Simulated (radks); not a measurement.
Dy XXXV, configuration [Ar] 3d10 4s2 4p1 5d1 (not the ground configuration).

Calculated with a radial shooting solver on a logarithmic mesh with Libxc functionals: Dirac Kohn-Sham, BLYP, spin-unpolarised, spherical densities, point nucleus; open shells are shared between the two j in proportion to 2j + 1.

Energy parts (eV):
part                      energy
total                 -312665.14
kinetic                344631.53
electron-nucleus      -723006.85
Hartree                 71511.18
exchange-correlation    -5801.00

Orbitals (lengths in bohr, moments of r in powers of bohr; r(max) is where P^2 peaks):
| orbital | occ. | eigenvalue (eV) | r(max) | <1/r> |
|---|---|---|---|---|
| 1s1/2 | 2 | -55026.37 | 0.01337 | 74.60 |
| 2s1/2 | 2 | -10315.08 | 0.07614 | 17.90 |
| 2p1/2 | 2 | -9884.391 | 0.05734 | 17.87 |
| 2p3/2 | 4 | -9080.973 | 0.06334 | 15.64 |
| 3s1/2 | 2 | -3310.577 | 0.2140 | 6.637 |
| 3p1/2 | 2 | -3125.076 | 0.2012 | 6.555 |
| 3p3/2 | 4 | -2952.285 | 0.2135 | 5.993 |
| 3d3/2 | 4 | -2638.950 | 0.1683 | 5.874 |
| 3d5/2 | 6 | -2600.641 | 0.1718 | 5.735 |
| 4s1/2 | 2 | -1542.768 | 0.4600 | 3.178 |
| 4p1/2 | 0.333333 | -1465.490 | 0.4569 | 3.114 |
| 4p3/2 | 0.666667 | -1410.886 | 0.4765 | 2.929 |
| 5d3/2 | 0.4 | -772.2636 | 0.8635 | 1.681 |
| 5d5/2 | 0.6 | -766.8245 | 0.8708 | 1.661 |

The highest occupied level is 5d5/2 at -766.82 eV. The density falls to 0.001 e/bohr^3 at r = 1.60 bohr.
